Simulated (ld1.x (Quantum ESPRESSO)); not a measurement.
**Configuration tests for magnesium (TM)**

* Element: Mg
* Generator: ld1.x (Quantum ESPRESSO) 7.5
* Type: norm-conserving Troullier–Martins (Kleinman–Bylander form)
* Functional: PBE
* Relativity: non-relativistic
* Frozen core: [Ne]
* Valence charge: 2
* Reference configuration: 3s2 3p0
* Partial waves: 3s (bound): rc 1.90 bohr; 3p (bound, empty): rc 2.35 bohr
* Local potential: all-electron potential smoothed inside 2.05 bohr (lloc = -1)
* Core correction: Bessel-smoothed model core inside 1.35 bohr

Energies are relative to the spin-unpolarised reference configuration 3s2 3p0; without spin polarisation the order of configurations can differ from experiment.

```json
{"valence configuration": "3s1 3p0", "charge": "+1", "ΔE all-electron (eV)": "7.949", "error AE − PS (meV)": "+1.7"}
{"valence configuration": "3s1 3p1", "charge": "0", "ΔE all-electron (eV)": "3.476", "error AE − PS (meV)": "-1.2"}
{"valence configuration": "3s0 3p2", "charge": "0", "ΔE all-electron (eV)": "7.149", "error AE − PS (meV)": "-6.5"}
```

What are ΔE and the potential's error for 3s1.5 3p0?

ΔE = 3.140 eV all-electron; the error (AE − PS) is +0.6 meV.

What are ΔE and the potential's error for 3s0 3p1?

ΔE = 12.293 eV all-electron; the error (AE − PS) is -2.9 meV.

Levels in the configuration 3s1.5 3p0:

```csv
level,all-electron (eV),pseudo (eV)
3s,-7.908,-7.906
```
